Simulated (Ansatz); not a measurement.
Reaction (redistribution): `N=[CH][GeH2][CH2]Cl` + `CBCl` → `[CH3][GeH2][CH]=N` + `ClBCCl`

Computed with Ansatz on PBE0-D4/def2-TZVP structures; ΔE is electronic, products minus reactants. CCSD(T)/CBS is the MP2 limit (def2-TZVPP, def2-QZVPP) plus CCSD(T) − MP2 in def2-TZVPP, frozen cores. For Ge outer-core shells are correlated without core-valence functions, which leaves a few kJ/mol of doubt a bond. Scalar relativity is left out up to krypton. Each species was taken in one conformer, which may not be the lowest.

`N=[CH][GeH2][CH2]Cl`:

Z-matrix (Å, degrees):
```
Ge
C 1 1.970
C 1 1.968 2 109.4
H 1 1.537 2 111.7 3 119.6
H 1 1.543 2 106.9 3 -118.9
N 2 1.265 1 125.7 3 120.3
H 2 1.095 1 117.7 3 -58.9
Cl 3 1.783 1 109.7 2 60.8
H 3 1.089 1 111.6 2 -180.0
H 3 1.089 1 111.1 2 -58.1
H 6 1.023 2 111.8 1 0.8
```

`CBCl`:

```xyz
7

C    -0.553   -0.451    0.097
B     0.574    0.597   -0.074
Cl    2.120    0.178   -0.780
H    -0.316   -1.446   -0.281
H    -1.466   -0.088   -0.390
H    -0.811   -0.525    1.161
H     0.453    1.735    0.267
```

`[CH3][GeH2][CH]=N`:

```xyz
11

C     0.944   -0.641   -1.009
Ge   -0.078    0.885   -0.351
C    -1.026    0.332    1.291
N    -0.982   -0.816    1.822
H     1.677   -0.963   -0.267
H     1.477   -0.367   -1.920
H     0.282   -1.478   -1.239
H     0.847    2.073   -0.025
H    -1.109    1.354   -1.396
H    -1.651    1.075    1.800
H    -0.382   -1.454    1.294
```

`ClBCCl`:

Z-matrix (Å, degrees):
```
C
B 1 1.562
Cl 1 1.804 2 96.5
H 1 1.088 2 116.8 3 -113.5
H 1 1.088 2 115.9 3 112.7
Cl 2 1.743 1 120.2 3 98.7
H 2 1.190 1 121.6 3 -79.1
```

| level | ΔE (kcal/mol) |
| --- | --- |
| CCSD(T)/def2-TZVPP | -0.6 |
| HF/CBS(def2) | 0.6 |

What does CCSD(T)/CBS give? (An estimate is asked.)

The calculation gave: -0.2 kcal/mol. The listed levels differ from it by -0.4, 0.8 kcal/mol.

Largest T1 diagnostic among the species: 0.012.

In def2-TZVPP, CCSD(T) changes the Hartree–Fock value by −1.2 kcal/mol (the triples alone add −0.2 kcal/mol) and MP2 by −1.1 kcal/mol.
